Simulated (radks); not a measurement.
Isoelectronic series with 7 electrons, all held in the configuration [He] 2s2 2p3, which need not be the ground one along the series. All-electron calculation, scalar-relativistic Kohn-Sham, r2SCAN, spin-polarised, spherical densities, finite nucleus; open shells are filled with parallel spins first; meta-GGA in the generalised Kohn-Sham scheme; Fermi nuclear charge, rms radius of each element as measured or else 0.836 A^(1/3) + 0.57 fm. Program: a radial shooting solver on a logarithmic mesh with Libxc functionals. Total energies (hartree) and mean radii <r> (bohr) (* marks an orbital that is empty in some or all of the ions):

\begin{tabular}{lrrrr}
ion & E (hartree) & 2p down* & 2p up & 2s down \\ \hline
N & -54.61627 & 1.632 & 1.414 & 1.382 \\
O+ & -74.61678 & 1.184 & 1.077 & 1.122 \\
F2+ & -97.89363 & 0.9416 & 0.8764 & 0.9429 \\
Ne3+ & -124.44476 & 0.7852 & 0.7411 & 0.8132 \\
Mg5+ & -187.37734 & 0.5923 & 0.5681 & 0.6378 \\
Al6+ & -223.76628 & 0.5281 & 0.5090 & 0.5758 \\
Si7+ & -263.44356 & 0.4766 & 0.4612 & 0.5247 \\
P8+ & -306.41503 & 0.4344 & 0.4217 & 0.4820 \\
S9+ & -352.68723 & 0.3991 & 0.3884 & 0.4456 \\
Cl10+ & -402.26725 & 0.3691 & 0.3601 & 0.4144 \\
Ar11+ & -455.16283 & 0.3434 & 0.3356 & 0.3872 \\
K12+ & -511.38229 & 0.3210 & 0.3142 & 0.3633 \\
Ca13+ & -570.93443 & 0.3013 & 0.2953 & 0.3422 \\
Sc14+ & -633.82871 & 0.2839 & 0.2786 & 0.3233 \\
Ti15+ & -700.07514 & 0.2684 & 0.2637 & 0.3064 \\
V16+ & -769.68435 & 0.2545 & 0.2503 & 0.2911 \\
\end{tabular}
